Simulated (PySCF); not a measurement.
Molecule: `[BH3-][N+]#C[C@@](F)(C#C)CF`, C5H6BF2N.

Bonds (- single, = double, # triple, : aromatic): B1-N2, N2#C3, C3-C4, C4-F5, C4-C6, C6#C7, C4-C8, C8-F9. B1 carries H10, H11, H12; C7 carries H13; C8 carries H14, H15. Formal charges: B1 -1, N2 +1. Stereochemistry as in [BH3-][N+]#C[C@@](F)(C#C)CF. H15 is pro-R; H14 is pro-S.

Frames of a GFN2-xTB Langevin trajectory at 400 K; GIAO PBE0/pcSseg-1 shieldings in PySCF 2.14.0 with density-fitted response routines, gas phase, non-relativistic; equivalent atoms averaged within each frame.

Referencing at the same level of theory: ¹¹B (σref 100.07) against BF3·OEt2; ¹⁵N (σref 267.73) against NH3; ¹³C (σref 186.93), ¹H (σref 31.72) against TMS; ¹⁹F (σref 170.95) vs CFCl3. The references are static minima.

Question: How do the shifts (ppm) fluctuate along the trajectory?

Answer: 
```
         time (fs)     B1     N2     C3     C7     C8    C4    C6      F5      F9   H15
               250  -44.7  255.0  104.3   98.2   92.8  87.9  79.1  -100.2  -248.3  5.54
               425  -43.9  248.7  112.6  100.9  102.6  77.0  75.1  -217.6  -218.7  5.94
               625  -44.5  261.8  110.6   98.9   98.4  85.4  75.5  -138.0  -212.9  5.34
               800  -40.8  269.8  108.3   94.8  107.6  83.2  77.6  -122.0  -197.9  5.89
              1000  -44.3  263.6  110.0   94.3   84.5  80.7  84.7  -195.2  -253.2  4.07
    mean of frames  -43.6  259.8  109.1   97.4   97.2  82.8  78.4  -154.6  -226.2  5.36
standard deviation    1.6    8.1    3.1    2.8    9.0   4.2   3.9    49.8    23.7  0.76
```

5 frames give an uncertainty of the mean of about the standard deviation over 2.2 at best, since frames this close in time may not be independent; classical motion lacks zero-point vibration, and the reference would need the same averaging.
